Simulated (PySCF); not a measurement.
BiFCl2, SMILES [F][Bi]([Cl])[Cl]. Geometry optimised at PBE-D3(BJ)/def2-SVP. The def2 effective core potentials stand for the cores of Bi; spin–orbit coupling is left out.

All values below come from PBE-D3(BJ)/def2-SVP (PySCF).

Harmonic wavenumbers (cm⁻¹): 95, 132, 136, 326, 335, 562. Rotational constants (GHz): 2.313, 1.597, 1.219; symmetry number 1.

Problem. Work out the zero-point energy and the ideal-gas rigid-rotor harmonic-oscillator thermochemistry at 298.15 K and 1 atm.

Solution. ZPE = ½ Σ hcν = ½ × 1586 cm⁻¹ = 9.49 kJ/mol. H − E(el) = 27.37 kJ/mol. Entropy in J/(mol K): translation 179.83, rotation 119.91, vibration 51.73, total 351.47. G − E(el) = -77.42 kJ/mol. Cp = 75.66 J/(mol K). Modes under 150 cm⁻¹ make the vibrational entropy uncertain.
